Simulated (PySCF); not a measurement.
## Adding and removing an electron: AlI

RHF-CCSD(T); Al def2-SVP, I def2-SVP with ECP28; scalar-relativistic core potentials (PySCF 2.14). Neutral (RHF): singlet (closed shell), Re = 2.543 Å, ωe = 327 cm⁻¹, De = 3.68 eV.

AlI⁺ (UHF): doublet (σ ↑), Re = 2.411 Å, ωe = 378 cm⁻¹, De = 0.85 eV to Al⁺ + I. The energies at the minima are -538.72784 hartree for AlI and -538.41335 for AlI⁺.

(1) Work out the adiabatic ionisation energy, without and with harmonic zero-point energies (1 hartree = 27.2114 eV, 1 eV = 8065.5 cm⁻¹), and the change of the bond length.

Correlated steps freeze 9 core orbitals. Correlated levels converge slowly with the basis: in double zeta they bind strong bonds too weakly, by up to about 1 eV, and carry superposition errors of some tenths. These are scalar-relativistic numbers at best; spin–orbit coupling would shift them, the dissociation energy most. For an ion De counts to the pair picked by the measured ionisation energies or electron affinities, which need not be the lowest pair at this level. Where the molecule has an RHF reference, its open-shell atoms are computed with UHF. States were picked by a PBE0 search and need not be the measured ground states.

Neutral and ion stand on different kinds of reference determinant, which adds to the error of the difference.

## Answers

(1) At CCSD(T): 0.31449 hartree = 8.558 eV between the minima; the zero-point term (378.0 − 327.0)/2 cm⁻¹ = +0.003 eV makes it 8.561 eV. Re changes by -13.2 pm against the neutral. The electron leaves a σ orbital, and the shorter bond of the ion fits an antibonding orbital, or a change in how ionic the bond is.
